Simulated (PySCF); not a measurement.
Compound: C₄H₈FO₂ (doublet state).
Cartesian coordinates in Å at the GFN2-xTB level; atoms count from 1:
```xyz
15
C4H8FO2 angstrom
C     -2.0129    0.3137    0.5754
O     -1.7222    0.2968   -0.7990
C     -0.5024    0.9339   -1.1514
C      0.7262    0.1512   -0.8207
F      0.9490   -0.9568   -1.5866
O      1.0477   -0.0013    0.4907
C      2.0157   -0.9778    0.8083
H     -2.9950   -0.1430    0.6825
H     -1.2806   -0.2562    1.1558
H     -2.0407    1.3409    0.9592
H     -0.4319    1.9128   -0.6584
H     -0.5489    1.0621   -2.2349
H      2.9457   -0.7958    0.2615
H      1.6558   -1.9827    0.5683
H      2.1900   -0.8899    1.8786
```

The hyperfine couplings belong to this conformer and change with its torsions.

As a line formula: `COC[C](F)OC` [radical].

Theory: UKS B3LYP, pcH-1 on C F H O, non-relativistic, mean-field spin-orbit, GIAO in PySCF. One conformer (not necessarily the lowest) at the GFN2-xTB geometry, without solvent, vibrations or thermal averaging. Couplings are sensitive to structure, and on GFN2-xTB geometries they can be far from those on DFT ones. The SCF solution wasn't tested for stability.

(1) Predict the first-order ENDOR lines of H13/H14/H15, H11/H12 and H8/H9/H10 under fast tumbling at B = 348.9 mT (X band).

(2) Which pairs are centred on the nuclear Larmor frequency, and which on half the coupling?

(3) At what field would the lower line of H13/H14/H15 fall to zero frequency?

## Answers

(1) ν± = |νn ± a/2|, one line for each electron-spin manifold; νn = |g_N| × 7.62259 MHz/T × B.

| nuclei | isotope | g_N | νn (MHz) | a_iso (MHz) | lower line (MHz) | upper line (MHz) |
| --- | --- | --- | --- | --- | --- | --- |
| H13/H14/H15 | 1H | 5.5857 | 14.86 | 8.87 | 10.42 | 19.29 |
| H11/H12 | 1H | 5.5857 | 14.86 | 4.13 | 12.79 | 16.92 |
| H8/H9/H10 | 1H | 5.5857 | 14.86 | 2.62 | 13.55 | 16.16 |

(2) Centred on νn, since |a| < 2νn: H13/H14/H15, H11/H12 and H8/H9/H10. No pair has |a| > 2νn.

(3) Where νn = |a|/2, that is B = 4.44 MHz/(5.5857 × 7.62259 MHz/T) = 104 mT, as far as first order holds there.

Couplings of abundant isotopes left out: F5 (227.4 MHz).

Nuclei that the bonding pattern makes equivalent are averaged, as if the motion that swaps them (rotation, inversion, ring flip) were fast. The three 1H nuclei of mean +8.9 MHz run from -1.7 to 15.2 MHz in the frozen geometry. The three 1H nuclei of mean +2.6 MHz run from 0.1 to 5.2 MHz in the frozen geometry.

The Mulliken spin populations are largest on C4 (+0.79) and O6 (+0.11). No atom but C4 exceeds +0.15. The angles at C4 add up to 348.0°, so it is slightly pyramidal.

Hardware: one thread of an Arm Neoverse V2, no GPU, on a shared host. Cost: 46 s of wall time (with the writing of density and orbital grids), 0.96 GiB resident at most.
